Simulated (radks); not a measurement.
Results of a calculation; reference values are marked as such.
All-electron atom: the calcium ion Ca15+ in [He] 2s2 2p1.

Level of theory: scalar-relativistic Kohn-Sham, PBE, spin-polarised, spherical densities, point nucleus; open shells are filled with parallel spins first (a radial shooting solver on a logarithmic mesh with Libxc functionals).

Energy parts (hartree):
| part | energy |
|---|---|
| total | -507.64194 |
| kinetic | 512.35779 |
| electron-nucleus | -1063.52595 |
| Hartree | 61.72801 |
| exchange-correlation | -18.20180 |

Orbitals (lengths in bohr, moments of r in powers of bohr; <r^-3> diverges for s and p1/2; r(max) is where P^2 peaks; r(90%) holds 90 % of the orbital's charge):
orbital  occ.  eigenvalue (hartree)   r(max)  r(90%)  <1/r>  <r^-3>
1s up       1             -172.3831  0.05020   0.136  19.81       -
1s down     1             -172.2110  0.05018   0.136  19.83       -
2s up       1             -36.20947   0.2802   0.501  4.551       -
2s down     1             -35.87543   0.2810   0.503  4.526       -
2p up       1             -34.32129   0.2236   0.456  4.462   249.0
2p down     0             -33.93103   0.2245   0.459  4.446   247.3

The highest occupied level is 2p up at -933.93 eV. Summed over all electrons, <r^2> = 0.3640 bohr^2, which gives a Langevin (diamagnetic) susceptibility term of -0.288 x 10^-6 cm^3/mol. The density falls to 0.001 e/bohr^3 at r = 0.97 bohr.
